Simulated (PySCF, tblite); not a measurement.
C5H13P3.
SMILES with atom numbers: `[CH3:1][P:2]1[CH2:3][CH2:4][P:5]([PH2:6])[CH2:7][CH2:8]1` (hydrogens: H9, H10, H11 on C1; H12, H13 on C3; H14, H15 on C4; H16, H17 on P6; H18, H19 on C7; H20, H21 on C8)

Geometry (GFN2-xTB, Å), atoms numbered from 1 in this order:
```xyz
21
C5H13P3 angstrom
C     -2.725   -0.252   -0.610
P     -1.523    0.231    0.709
C     -0.447    1.349   -0.316
C      0.852    1.676    0.408
P      2.039    0.263    0.661
P      2.172   -0.463   -1.386
C      0.891   -1.024    1.361
C     -0.412   -1.257    0.607
H     -2.213   -0.563   -1.520
H     -3.344   -1.069   -0.242
H     -3.370    0.598   -0.826
H     -0.241    0.881   -1.286
H     -1.004    2.275   -0.492
H      0.636    2.078    1.403
H      1.409    2.445   -0.140
H      3.159   -1.382   -1.039
H      3.119    0.505   -1.712
H      0.678   -0.719    2.391
H      1.471   -1.954    1.411
H     -0.213   -1.500   -0.444
H     -0.942   -2.102    1.060
```

Level of theory: PBE0/pcSseg-1 in PySCF (dipole) on a GFN2-xTB geometry, gas phase.

Take the most abundant isotopes and a rigid rotor. The values belong to one conformer with, in the numbering `[CH3:1][P:2]1[CH2:3][CH2:4][P:5]([PH2:6])[CH2:7][CH2:8]1`, C4–P5–P6–H 174° and 82°, C1–P2–C3–C4 -167°, P2–C3–C4–P5 67°, C3–C4–P5–P6 52°, C4–P5–C7–C8 49°.

(1) What are A, B and C (GHz)?

(2) Classify the top.

(3) Is it planar, by Δ = Ic − Ia − Ib?

(4) Give the other two planar moments, Paa and Pbb, and the rms extents of the mass along the axes.

(5) List the rotational levels J(Ka,Kc) to J = 2 (MHz).

(6) Which lines would a microwave search look for?

(7) Estimate the classical rotational partition function at 50 K, 298.15 K and 500 K.

Results:

(1) Ia = 263.45, Ib = 627.03, Ic = 634.20 u·Å²; 505379 MHz·u·Å²/I gives 1918, 806.0 and 796.9 MHz, that is A = 1.9183, B = 0.8060, C = 0.7969 GHz.

(2) A near-prolate asymmetric top; Ray's κ = -0.984.

(3) Not planar: Δ = Ic − Ia − Ib = -256.28 u·Å². For a rigid frame Δ = −2 Σ m c², so Σ m c² = 128.14 u·Å² lies off the ab plane: 33.08 from hydrogen and 95.06 from heavier atoms. The atom farthest from that plane is 2.34 Å away.

(4) Paa = Σ m a² = (Ib + Ic − Ia)/2 = 498.89 and Pbb = Σ m b² = (Ia + Ic − Ib)/2 = 135.31 u·Å². With the mass M = 166.02 u, the rms extents √(P/M) along a, b and c are 1.73, 0.90, 0.88 Å.

(5) Above 0(0,0):
J = 1: 1(0,1) 1603, 1(1,1) 2715, 1(1,0) 2724
J = 2: 2(0,2) 4809, 2(1,2) 5912, 2(1,1) 5939, 2(2,1) 9276, 2(2,0) 9276

(6) The dipole components are |μa| = 0.30 D, |μb| = 0.85 D, |μc| = 0.00 D; the mirror of this Cs structure is the ab plane, so μc vanishes by symmetry (the 0.02 D computed is a residue) and there are no c-type lines. The squared components, which scale the intensities, stand as 0.13 : 1.00 (a : b). Some lines, for components of 0.1 D or more:

```csv
type,branch,"J(Ka,Kc)",MHz,lower level (cm⁻¹)
b,Q,"1(1,0) ← 1(0,1)",1121,0.053
b,Q,"2(1,1) ← 2(0,2)",1131,0.160
b,Q,"3(1,2) ← 3(0,3)",1144,0.321
b,R,"3(1,2) ← 2(2,1)",1485,0.309
a,R,"1(0,1) ← 0(0,0)",1603,0.000
b,R,"2(0,2) ← 1(1,1)",2093,0.091
a,R,"2(1,2) ← 1(1,1)",3197,0.091
a,R,"2(0,2) ← 1(0,1)",3206,0.053
a,R,"2(1,1) ← 1(1,0)",3215,0.091
b,Q,"3(2,1) ← 3(1,2)",3324,0.359
b,Q,"2(2,0) ← 2(1,1)",3337,0.198
b,Q,"3(2,2) ← 3(1,3)",3378,0.357
b,R,"3(0,3) ← 2(1,2)",3705,0.197
b,R,"2(1,2) ← 1(0,1)",4309,0.053
a,R,"3(1,3) ← 2(1,2)",4795,0.197
a,R,"3(0,3) ← 2(0,2)",4808,0.160
a,R,"3(2,2) ← 2(2,1)",4809,0.309
a,R,"3(2,1) ← 2(2,0)",4809,0.309
a,R,"3(1,2) ← 2(1,1)",4822,0.198
b,Q,"3(3,0) ← 3(2,1)",5584,0.470
b,Q,"3(3,1) ← 3(2,2)",5584,0.470
b,R,"3(1,3) ← 2(0,2)",5898,0.160
b,R,"2(2,0) ← 1(1,1)",6561,0.091
b,R,"3(2,2) ← 2(1,1)",8146,0.198
b,R,"3(2,1) ← 2(1,2)",8173,0.197
b,R,"3(3,1) ← 2(2,0)",10393,0.309
b,R,"3(3,0) ← 2(2,1)",10393,0.309
```

(7) Point group Cs, symmetry number σ = 1; q = (√π/σ)·√((kT/h)³/(ABC)), k/h = 20836.6 MHz/K: 53700 at 50 K, 782000 at 298.15 K, 1700000 at 500 K.

Its GFN2-xTB frequencies are all real (lowest 72 cm⁻¹). Constants of a rigid frame at the computed geometry: no zero-point averaging, no centrifugal distortion. A rigid rotor knows nothing of internal rotation, which can split or shift real lines.
